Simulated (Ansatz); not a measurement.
`B1CCCS1`, relaxed with RKS PBE-D4/def2-SVP in Ansatz 0.2.0 from a rough embedded geometry. The force threshold is 0.03 eV/Å; the program also tests the step.

The species carries charge 0 and has multiplicity 1.

Start:

```xyz
12

B    -0.050   -1.573    0.154
C     0.744   -0.402    0.786
C     0.452    0.767   -0.119
C    -0.860    0.660   -0.834
S    -0.960   -1.140   -1.404
H    -0.721   -2.233    0.990
H     0.402   -0.159    1.820
H     1.824   -0.598    0.815
H     1.314    0.875   -0.857
H     0.476    1.741    0.472
H    -1.688    0.775   -0.127
H    -0.934    1.286   -1.695
```

```csv
step,energy (eV),largest force (eV/Å),largest move (Å)
1,-14720.3206,2.666,0.000
2,-14720.9232,0.964,0.195
3,-14721.1735,0.772,0.198
4,-14721.3589,0.478,0.200
5,-14721.4634,0.173,0.200
6,-14721.5015,0.217,0.200
7,-14721.5086,0.045,0.048
8,-14721.5090,0.013,0.009
```

End:

```xyz
12

B    -0.144   -1.583    0.245
C     0.636   -0.351    0.858
C     0.515    0.803   -0.157
C    -0.867    0.735   -0.813
S    -1.276   -1.067   -1.032
H    -0.066   -2.753    0.558
H     0.124   -0.095    1.818
H     1.686   -0.577    1.136
H     1.290    0.677   -0.943
H     0.678    1.804    0.298
H    -1.660    1.171   -0.168
H    -0.917    1.236   -1.799
```

Run time 11 s (4 threads of an Arm Neoverse V1 on a shared host); peak host memory 0.15 GiB.
